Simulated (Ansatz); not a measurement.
Reaction (cleavage of the Si–Ga bond): `C[SiH]([AlH2])[GaH2]` + HCl → `C[SiH]([AlH2])Cl` + `[GaH3]`

Computed with Ansatz on PBE0-D4/def2-TZVP structures; ΔE is electronic, products minus reactants. CBS: MP2 limit from def2 TZ/QZ plus the TZ coupled-cluster correction, frozen cores. This one scheme is used for every species. Functionals use def2-TZVPP. B3LYP here is the variant with VWN-RPA as its local correlation; programs differ in this. For Ga outer-core shells are correlated without core-valence functions, which leaves a few kJ/mol of doubt a bond. Scalar relativity is left out up to krypton.

```csv
level,ΔE (kcal/mol),difference from CCSD(T)/CBS
B97M-V,-17.1,-1.3
r2SCANh-D4,-15.9,-0.1
r2SCAN0-D4,-16.4,-0.6
BHLYP-D4,-18.1,-2.3
CAM-B3LYP-D4,-18.1,-2.3
PBE0,-14.8,1.0
B3LYP,-17.0,-1.2
r2SCANh,-16.1,-0.3
r2SCAN0,-16.6,-0.8
RPA@PBE/def2-TZVPP,-15.0,0.8
HF/def2-SVP,-21.3,-5.5
MP2/def2-SVP,-15.7,0.1
HF/def2-TZVPP,-22.8,-7.0
SCS-MP2/def2-TZVPP,-17.9,-2.1
HF/def2-QZVPP,-23.2,-7.4
HF/CBS(def2),-23.3,-7.5
CCSD(T)/CBS,-15.8,0
```

Largest T1 diagnostic among the species: 0.013.

Leaving LDA and LC-ωPBE aside and taking each functional with its dispersion term where it has one, the values, not all of them listed here, spread over 5.4 kcal/mol, from BHLYP-D4 to PBE-D4. From PBE to PBE0 (25 % exact exchange), in def2-TZVPP and without D4, ΔE moves by −1.7 kcal/mol.

CCSD(T)/CBS has its own doubt, a few kJ/mol and more with outer-core shells, so smaller differences from it don't rank the levels.
